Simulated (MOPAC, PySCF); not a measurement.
C3H7B, SMILES `CC(C)=B`, neutral singlet in the gas phase. 

Cartesian coordinates (Å):
SMILES: B=C(C)C
```xyz
11

B      1.0078     1.4198    -0.0635
C      0.2043     0.2859    -0.0123
C      0.7726    -1.1005     0.2009
C     -1.2998     0.3566    -0.1676
H      1.6895     2.3841    -0.1071
H      1.8662    -1.1085     0.3074
H      0.5137    -1.7578    -0.6473
H      0.3440    -1.5568     1.1101
H     -1.6269    -0.2479    -1.0313
H     -1.7990    -0.0547     0.7269
H     -1.6722     1.3797    -0.3164
```
Charge 0, multiplicity 1.

All levels are single points at this geometry (PBE-D3(BJ)/def2-TZVP); Pople sets use spherical d functions. Orbital energies aren't observables, and empty levels follow the basis.

B3LYP/6-31G* in PySCF gives gap (eV) = 4.37.

Estimate the gap (eV) from each of these levels: PBE-D3(BJ)/def2-TZVP in PySCF; PBE/6-31G* in PySCF; SVWN5/6-31G* in PySCF; HF/6-31G* in PySCF; PM6 in MOPAC.


```json
[
 {"level": "PBE-D3(BJ)/def2-TZVP in PySCF", "gap (eV)": "2.56"},
 {"level": "PBE/6-31G* in PySCF", "gap (eV)": "2.64"},
 {"level": "SVWN5/6-31G* in PySCF", "gap (eV)": "2.45"},
 {"level": "HF/6-31G* in PySCF", "gap (eV)": "11.08"},
 {"level": "PM6 in MOPAC", "gap (eV)": "7.94"}
]
```
